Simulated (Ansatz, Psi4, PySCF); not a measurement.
iodine monochloride (ClI), singlet, at a GFN2-xTB geometry (core potentials on I). Base run: WB97X/def2-SVP in PySCF.

The PySCF input:
```python
from pyscf import gto, scf, dft

mol = gto.M(
    atom='''
Cl   -0.00000000   -0.00000000   -1.74625450
I     0.00000000    0.00000000    0.56011937
''',
    basis='def2-svp',
    ecp={'I': 'def2-svp'},
    verbose=3,
)

mf = dft.RKS(mol)
mf.xc = 'wb97x'
mf.kernel()
```

The same geometry, method and basis name were run in Ansatz (a program for electronic structure) and Psi4 and PySCF, at each program's defaults and at the settings that a row names. The base is PySCF at its defaults. Differences at the defaults can come from grids, fitting, cores and function types together. The rows with settings made alike still differ; the cause (another SCF solution, basis table, core potential or functional code) wasn't traced.

```
code and settings                                                                             ΔE vs base (mEh)  basis functions      E (Eh)  SCF cycles  dipole (D)
--------------------------------------------------------------------------------------------  ----------------  ---------------  ----------  ----------  ----------
PySCF, defaults (exact integrals, its default grid, spherical functions)                                 0.000               44  -757.78535          10        1.46
Psi4, defaults (density fitting with its default set, its default grid, spherical functions)             7.389               44  -757.77796           8        1.46
Ansatz, defaults (factorised integrals, its default grid, spherical functions)                          -0.119               44  -757.78546           -           -
PySCF, density fitting with def2-universal-jkfit                                                        -0.007               44  -757.78535          10        1.46
PySCF, fine grid                                                                                        -0.217               44  -757.78556          10        1.46
Psi4, exact integrals, spherical functions, fine grid                                                   -0.899               44  -757.78624          11        1.46
Ansatz, high accuracy                                                                                   -0.120               44  -757.78546           -           -
```
